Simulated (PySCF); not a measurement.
Bond stretch in InH, singlet.

Computed with CCSD(T) on UHF/def2-SVP, 4 core orbitals frozen, def2 effective core potentials past Kr run with PySCF.

**Question.** Relative to R = 1.85 Å, what are the energies at R = 1.98, 2.79, 5.55, 6.48 Å?

**Answer.** 2.1 mEh at 1.98 Å, 47.8 mEh at 2.79 Å, 93.6 mEh at 5.55 Å, 93.7 mEh at 6.48 Å.

The unrestricted determinant behind UCCSD(T) is spin-contaminated at 1.39 to 1.47, 2.50 to 7.39 Å (<S²> up to 1.0, against 0.00 for a pure singlet).
